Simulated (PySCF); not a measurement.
Energy of Pr⁺ (praseodymium, charge +1) between two integer charges

The 6s alpha orbital of [Xe] 4f3 6s1 is emptied in steps (occupation f), with all orbitals relaxed, ending at [Xe] 4f3. Calculation: PySCF 2.14, in def2-TZVP with the def2 core potential (28 electrons); a scalar-relativistic core potential. The exact energy is a straight line in f; departures are measured from the line between the end points of the same method.

```tsv
f	PBE0 (eV)	r2SCAN (eV)
1	0.000	0.000
0.9	-0.159	-0.187
0.7	-0.372	-0.427
0.5	-0.445	-0.495
0.3	-0.375	-0.400
0.1	-0.159	-0.161
0	0.000	0.000
```

| method | E(f=0) − E(f=1) (eV) | −ε at f=1 (eV) | −ε at f=0.5 (eV) |
| --- | --- | --- | --- |
| PBE0 | 10.718 | 8.952 | 10.708 |
| r2SCAN | 10.643 | 8.531 | 10.728 |

Orbital energy along the path (eV):

```tsv
f	PBE0	r2SCAN
1	-8.952	-8.531
0.9	-9.302	-9.000
0.7	-10.003	-9.879
0.5	-10.708	-10.728
0.3	-11.430	-11.499
0.1	-12.163	-12.152
0	-12.364	-12.266
```

Reference removal energy between the ground levels: 10.631 ± 0.02 eV (semi-empirical (NIST evaluation); NIST Atomic Spectra Database, ionization energies). The calculation has no spin-orbit coupling.
